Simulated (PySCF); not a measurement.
# Effect of structural changes

The calculation used TDDFT CAM-B3LYP/aug-cc-pVDZ excited states, vertical, gas phase in PySCF 2.14.0. Geometry: PBE0-D3(BJ)/def2-SVP.

Each molecule in one low-energy conformer.

Q: How does the largest two-photon cross section among the few lowest singlets (linear parallel light, single beam, Lorentzian half width 0.1 eV, states within 0.08 eV summed) change along this series?
- C=C(F)/C(F)=C/C(F)(F)F (H replaced by CF3)
- C#C/C=C(\F)C(=C)F (H replaced by ethynyl)
- C=C(F)/C(F)=C\B(C)C (H replaced by B(CH3)2)

A: 
| molecule | S1 (eV) | f(S1) | largest σ (GM) | at photon λ (nm) |
| --- | --- | --- | --- | --- |
| C=C(F)/C(F)=C/C(F)(F)F | 5.71 | 0.694 | 14.1 | 357 |
| C#C/C=C(\F)C(=C)F | 4.84 | 0.751 | 24.6 | 401 |
| C=C(F)/C(F)=C\B(C)C | 5.24 | 0.318 | 6.9 | 363 |

The largest two-photon cross section among the few lowest singlets (linear parallel light, single beam, Lorentzian half width 0.1 eV, states within 0.08 eV summed) is lowest for C=C(F)/C(F)=C\B(C)C and highest for C#C/C=C(\F)C(=C)F.
